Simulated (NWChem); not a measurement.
isocyanic acid (CHNO); SMILES N=C=O

```xyz
4

N      0.0949     1.1691     0.0000
C     -0.0235    -0.0442     0.0000
O      0.0184    -1.2181     0.0000
H     -0.6706     1.8259     0.0000
```
Atoms are numbered in this order, from 1.

All runs use the structure optimised with B3LYP/6-31G* (spherical d). B3LYP is NWChem's, with the RPA form of VWN correlation.

Symmetry labels are those of Cs in the frame above (b1 and b2, or b-type labels, depend on it). States above −ε(HOMO) = 8.7 eV lie in this functional's continuum and hang on the basis.

Problem. List the 6 lowest vertical singlet excitations and the 6 lowest triplet ones from B3LYP/def2-SVPD, TDA (NWChem).

Solution. 
```json
[
 {"state": "S1", "energy (eV)": "6.45", "oscillator strength": "0.002", "symmetry": "a\"", "leading excitation (squared amplitude)": "HOMO → LUMO (0.99)"},
 {"state": "S2", "energy (eV)": "7.45", "oscillator strength": "0.009", "symmetry": "a\"", "leading excitation (squared amplitude)": "HOMO → LUMO+1 (0.99)"},
 {"state": "S3", "energy (eV)": "7.60", "oscillator strength": "0.011", "symmetry": "a'", "leading excitation (squared amplitude)": "HOMO−1 → LUMO (0.60)"},
 {"state": "S4", "energy (eV)": "8.12", "oscillator strength": "0.012", "symmetry": "a'", "leading excitation (squared amplitude)": "HOMO−1 → LUMO+1 (0.99)"},
 {"state": "S5", "energy (eV)": "8.61", "oscillator strength": "0.004", "symmetry": "a\"", "leading excitation (squared amplitude)": "HOMO−1 → LUMO+2 (0.99)"},
 {"state": "S6", "energy (eV)": "9.51", "oscillator strength": "0.010", "symmetry": "a\"", "leading excitation (squared amplitude)": "HOMO → LUMO+3 (0.97)"},
 {"state": "T1", "energy (eV)": "6.01", "oscillator strength": "spin-forbidden", "symmetry": "a\"", "leading excitation (squared amplitude)": "HOMO → LUMO (0.97)"},
 {"state": "T2", "energy (eV)": "6.26", "oscillator strength": "spin-forbidden", "symmetry": "a'", "leading excitation (squared amplitude)": "HOMO−1 → LUMO (0.89)"},
 {"state": "T3", "energy (eV)": "6.91", "oscillator strength": "spin-forbidden", "symmetry": "a'", "leading excitation (squared amplitude)": "HOMO → LUMO+2 (0.89)"},
 {"state": "T4", "energy (eV)": "7.15", "oscillator strength": "spin-forbidden", "symmetry": "a\"", "leading excitation (squared amplitude)": "HOMO → LUMO+1 (0.98)"},
 {"state": "T5", "energy (eV)": "7.84", "oscillator strength": "spin-forbidden", "symmetry": "a'", "leading excitation (squared amplitude)": "HOMO−1 → LUMO+1 (0.98)"},
 {"state": "T6", "energy (eV)": "8.05", "oscillator strength": "spin-forbidden", "symmetry": "a\"", "leading excitation (squared amplitude)": "HOMO−1 → LUMO+2 (0.97)"}
]
```
